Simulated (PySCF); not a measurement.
Spinor energies of Cu²⁰⁺ (copper, charge +20)

Start: [He] 2s2 2p5; 2p1/2 filled at m_j = -1/2, +1/2; 2p3/2 filled at m_j = -1/2, +1/2, +3/2. Calculated with PySCF 2.14 in an even-tempered Gaussian basis (18 s from 5.1 bohr⁻², ratio 2.4; 12 p from 6.6 bohr⁻², ratio 2.4; 5 d from 29 bohr⁻², ratio 2.6; 5 f from 43 bohr⁻², ratio 2.6): generalised Hartree-Fock with the X2C-1e Hamiltonian and a Gaussian nucleus; one run each with spin-orbit coupling (SO) switched off, then screened by Boettger's factors.

| spinor shell | electrons | ε, spin-free (eV) | ε, screened SO (eV) | weight of nominal j (screened SO) | rms radius, screened SO (bohr) |
| --- | --- | --- | --- | --- | --- |
| 1s1/2 | 2 | -9957.8 | -9957.0 | 1.000 | 0.0600 |
| 2s1/2 | 2 | -1949.6 | -1949.4 | 1.000 | 0.246 |
| 2p1/2 | 2 | -1812.1 | -1826.8 | 0.960 | 0.217 |
| 2p3/2 | 3 | -1812.1 | -1804.7 | 0.973 | 0.220 |

```tsv
quantity	spin-free	screened SO
E (hartree)	-1394.64234	-1394.93921
M_J	3/2	3/2
⟨J²⟩	3.750	3.750
⟨L²⟩	2.000	2.001
⟨S²⟩	0.750	0.750
```

Each row is a mean over spinors that exchange with the open shell spreads, by up to 22.048 eV (2s1/2).

Without spin-orbit coupling the j labels of p, d and f shells carry no meaning; the spin-free column gives the mean over the occupied spinors of each nl shell.
